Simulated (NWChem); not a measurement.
System: GeH3O3, doublet; SMILES [OH][Ge]([OH])[OH]

The following NWChem deck was run.

```
start job
memory heap 200 mb stack 900 mb global 1100 mb
geometry units angstroms noautoz
  O     -0.514421    -1.564339     0.497084
  Ge     0.000000     0.000000    -0.179166
  O      1.611968     0.336667     0.497084
  O     -1.097546     1.227671     0.497084
  H      0.136609    -2.260315     0.345722
  H      1.889186     1.248464     0.345722
  H     -2.025795     1.011851     0.345722
end
basis spherical
  O library 6-311g**
  Ge library 6-311g**
  H library 6-311g**
end
dft
  odft
  mult 2
  xc b3lyp
  iterations 150
  mulliken
end
task dft energy
```

In the optimisation the excess spin sits in a (C3, its own frame). All runs use the structure optimised with PBE0/def2-SVP, spin-unrestricted. No stability test was run on the SCF state.

Task: Give the results of this calculation. (B3LYP/6-311G** (spherical d), spin-unrestricted.) Quantities: basis functions; energy (Ha); highest occupied level (eV); lowest empty minus highest occupied level, either spin (eV); dipole (D); <S²>.

Result: 
- number of basis functions = 116
- energy (Ha) = -2304.59
- highest occupied level (eV) = -6.11
- lowest empty minus highest occupied level, either spin (eV) = 2.69
- dipole (D) = 1.86
- <S²> = 0.753
